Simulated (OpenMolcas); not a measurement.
5d⁶ along the 74-electron sequence

| Property | Result |
| --- | --- |
| Program | OpenMolcas 26.06 |
| Method | CASSCF |
| Basis | ANO-RCC-VQZP |
| Scalar Hamiltonian | DKH2, point nucleus |
| Spin-orbit coupling | state interaction with AMFI integrals over the reference wave functions, term energies averaged over their components |

Active space for each ion: 6 electrons in 5 orbitals (5d).

Computed levels in cm-1 above ⁵D₄:

```tsv
Level	Os2+	Pt4+	Au5+
⁵D₃	4548	7404	9200
⁵D₁	7294	11133	13401
⁵D₀	7765	11547	13628
³H₆	18520	23705	26399
³H₅	18724	23785	26400
³F₃(1)	22095	28436	31719
³F₂(1)	23117	29587	32922
³G₅	27208	36625	41816
³G₄	28183	36950	41550
weight of ⁵D in the lowest level (%)	89	84	80
```

Mixed levels, with the weight of the term that names them: Os2+ ³H₅ (59 %), Os2+ ³F₃(1) (60 %), Os2+ ³G₅ (59 %), Os2+ ³G₄ (68 %), Pt4+ ³H₅ (54 %), Pt4+ ³F₃(1) (53 %), Pt4+ ³F₂(1) (73 %), Pt4+ ³G₅ (54 %), Pt4+ ³G₄ (64 %), Au5+ ³H₅ (52 %), Au5+ ³F₃(1) (50 %), Au5+ ³F₂(1) (68 %), Au5+ ³G₅ (52 %), Au5+ ³G₄ (60 %).

The fine-structure level ⁵D₀ changes by a factor of 1.76 from Os2+ to Au5+. Its fourth root runs 9.39, 10.37, 10.80, with steps per unit of Z of 0.49, 0.44; equal steps would mean a (Z - σ)^4 law with constant σ.

³H₆ changes by a factor of 1.43 over the same range, with steps per unit of Z of +2590, +2690 cm-1.

Without dynamic correlation excited terms often stand tens of per cent too high (terms of higher spin than the ground term too low), and those without a measured partner can miss by more than the paired ones. Configurations with an s electron lie low in 5d ions of this charge, fall among these levels and mix in, so low-spin terms can stand far too high, up to twice their true height, and weights are not those of the real levels (holds for Os2+). Only configurations of the active space appear.

A number in round brackets counts repeated terms of one configuration in the order of the reference energies.
